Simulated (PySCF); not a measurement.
## Molecular orbitals of BeF

LC-ωPBE at R = 1.394 Å; Be pcseg-1, F pcseg-1; no relativity (PySCF 2.14). State: ²Σ⁺ (doublet), unpaired electrons σ ↑. Only the outer orbitals are listed, counted within each symmetry.

| spin | orbital | occ. | ε (eV) | on Be (%) | main shells (%) |
| --- | --- | --- | --- | --- | --- |
| α | 3σ | 1 | -34.78 | 5 | 94 F s |
| α | 4σ | 1 | -16.07 | 10 | 87 F p |
| α | 1π | 1 | -14.69 | 6 | 94 F p |
| α | 1π | 1 | -14.69 | 6 | 94 F p |
| α | 5σ | 1 | -9.14 | 99 | 75 Be s, 24 Be p |
| α | 2π | 0 | 1.61 | 96 | 96 Be p |
| α | 2π | 0 | 1.61 | 96 | 96 Be p |
| α | 6σ | 0 | 4.47 | 104 | 75 Be p, 29 Be s |
| β | 3σ | 1 | -34.78 | 5 | 94 F s |
| β | 4σ | 1 | -15.99 | 10 | 87 F p |
| β | 1π | 1 | -14.70 | 5 | 95 F p |
| β | 1π | 1 | -14.70 | 5 | 95 F p |
| β | 5σ | 0 | -0.42 | 100 | 85 Be s, 15 Be p |
| β | 2π | 0 | 2.65 | 97 | 97 Be p |
| β | 2π | 0 | 2.65 | 97 | 97 Be p |

Problem. Which are the highest filled and the lowest empty level, where do they sit, and how wide is the gap?

Solution. Highest filled α 5σ at -9.14 eV (in %: 75 Be s, 24 Be p); lowest empty β 5σ at -0.42 eV (in %: 85 Be s, 15 Be p); the gap at LC-ωPBE is 8.72 eV.

The bond order (Mayer) is 0.93. The ⟨S²⟩ is 0.751 and the charge on Be (Mulliken, basis-dependent) is 0.48. The charge on Be (Löwdin, basis-dependent) is 0.29 and the dipole moment (positive dipole means Be(−)F(+)) is -1.28 D.

Shares are Mulliken populations and can fall outside 0 to 100 %.

The state is the lowest determinant that a PBE0 search found; another state may lie lower at other levels.
